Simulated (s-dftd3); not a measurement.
CeF$_{4}$, charge +1, doublet, at a GFN2-xTB geometry (such geometries of metal compounds can be far from the true shape) (the multiplicity is a formal guess); D3(bj) for b3lyp in s-dftd3 1.4.0.

s-dftd3 was given this input:
```
$ s-dftd3 mol.xyz --bj b3lyp --json dftd3.json --noedisp --grad

# file mol.xyz
5

Ce     0.00000000     0.00000000     0.00000000
F      1.37940240     0.97345123    -1.26815847
F      1.03421518    -1.31834094     1.28489701
F     -1.37951082    -1.09240185    -1.16712995
F     -1.03410677     1.43729155     1.15039141
```

The log (banner, timings and long lists left out):

```
-----------------------------------
 s i m p l e   D F T - D 3  v1.4.0
-----------------------------------

Rational (Becke-Johnson) damping: b3lyp-D3(BJ)
---------------------
  s6         1.0000
  s8         1.9889
  s9         0.0000
  a1         0.3981
  a2         4.4211
 alp        14.0000
--------------------

Dispersion energy:      -4.4657165051835E-03 Eh

Gradient norm:           3.6981621995762E-04 Eh/a0
--------------------------------------------------
     #    Z           dE/dx      dE/dy      dE/dz
--------------------------------------------------
     1   58 Ce    2.764E-13  1.669E-13  3.568E-16
     2    9 F     1.208E-04  8.525E-05 -1.111E-04
     3    9 F     9.057E-05 -1.154E-04  1.125E-04
     4    9 F    -1.208E-04 -9.566E-05 -1.022E-04
     5    9 F    -9.056E-05  1.259E-04  1.007E-04
--------------------------------------------------

Virial:
--------------------------------------------------
      component           x          y          z
--------------------------------------------------
          x       9.838E-04  4.824E-16  4.426E-13
          y       4.824E-16  9.838E-04  7.817E-13
          z       4.426E-13  7.817E-13  9.838E-04
--------------------------------------------------

[Info] JSON dump of results written to 'dftd3.json'
```
